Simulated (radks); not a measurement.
Numerical settings for the cerium ion Ce+, [Xe] 4f1 5d2. All-electron calculation, scalar-relativistic Kohn-Sham, r2SCAN, spin-polarised, spherical densities, finite nucleus; open shells are filled with parallel spins first (spin-orbit coupling, left out, can overturn this in heavy ions); meta-GGA in the generalised Kohn-Sham scheme; Fermi nuclear charge, rms radius 4.8771 fm. Program: a radial shooting solver on a logarithmic mesh with Libxc functionals. The defaults (mesh step 0.008 in ln r, mesh end at 40 bohr or more with all orbitals vanishing there, Anderson mixing 0.5 over 9 steps, residual threshold near 1e-9 with the energy settled to 1e-9 hartree or 1e-11 of itself, here a cap of 100 iterations) give E = -8860.904 hartree and 5d at -7.589 eV in 10 iterations. Run on one thread of a shared host, so times are rough (Arm Neoverse N1): 0.27 s of CPU time, 0.27 s wall, 10 iterations on 2314 mesh points. Changes against that run (0 stands for a change within the tolerance of the run):

| setting | iterations | converged | E (mhartree) | e(5d) (meV) | CPU (s) |
|---|---|---|---|---|---|
| mesh step in ln r 0.012 | 10 | yes | 0 | +0.00699 | 0.18 |
| mesh step in ln r 0.08 | 2 | no | diverged | - | 0.02 |
| mesh step in ln r 0.005 | 13 | yes | 0 | -0.0667 | 0.49 |
| mesh end (bohr) 12 | 10 | yes | +0.0136 | +1.52 | 0.25 |
| mesh end (bohr) 5 | 10 | yes | +77.8 | +2.11e+03 | 0.24 |
| residual threshold 1e-16 | 100 | no | 0 | -0.0646 | 1.1 |
| residual threshold 0.1 | 10 | yes | 0 | 0 | 0.27 |
| mixing 0.01 | 20 | yes | 0 | -0.0258 | 0.48 |
| linear mixing, mixing 0.05 | 100 | no | +3.56 | -18.6 | 2 |
| linear mixing, mixing 0.2 | 62 | yes | 0 | -0.0662 | 1.2 |
| mixing history 2 | 15 | yes | 0 | -0.0632 | 0.35 |
| iteration cap 3 | 3 | no | +68 | -117 | 0.09 |

Settings that end as converged yet miss the energy by more than 1 mhartree: mesh end (bohr) 5 (+0.0778 hartree). A mesh that ends early acts as a hard wall.
